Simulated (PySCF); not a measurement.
**Spin states and ions at one geometry of [Pb(CN)]+**

PySCF 2.14.0, RKS BP86, Pb def2-SVP with ECP60, C def2-SVP, N def2-SVP; non-relativistic Hamiltonian with scalar-relativistic core potentials where named; density fitting; no spin-orbit coupling; singlets restricted, open shells unrestricted. The geometry is relaxed for charge +1, singlet, vacuum:

```xyz
3

Pb    0.0000    0.0000   -0.2216
C     0.0000    0.0000    2.0177
N     0.0000    0.0000    3.2012
```

Energies count from the relaxed state; an electron taken off or put on is at rest in vacuum. Charges and spins are Mulliken's.

```csv
state,energy (eV),spin squared,charge on Pb1 (e),spin on Pb1 (e),dipole about the centre of mass (D)
"charge +1, singlet, vacuum",0.00,0.00,1.20,0.00,3.75
"charge +2, doublet, vacuum",16.74,0.76,1.66,0.16,2.73
"charge 0, doublet, vacuum",-7.47,0.75,0.37,0.96,4.87
```

What does the state charge +1, triplet, vacuum give?

energy (eV) 3.30, spin squared 2.00, charge on Pb1 (e) 0.90, spin on Pb1 (e) 1.12, dipole about the centre of mass (D) 0.08.

With an electron taken off (doublet) the charges change, summed by element, by Pb +0.45 e, C +0.25 e, N +0.29 e. The vertical ionisation energy is 16.74 eV, against −ε(HOMO) = 13.05 eV of the relaxed state. The level lies 3.7 eV too high, as is usual for semilocal functionals and global hybrids, which keep a self-interaction error.

With an electron put on (doublet) the charges change, summed by element, by Pb -0.83 e, C -0.01 e, N -0.16 e. The vertical electron affinity is 7.47 eV, against −ε(LUMO) = 10.38 eV of the relaxed state.

Open shells may have lower solutions than those found.
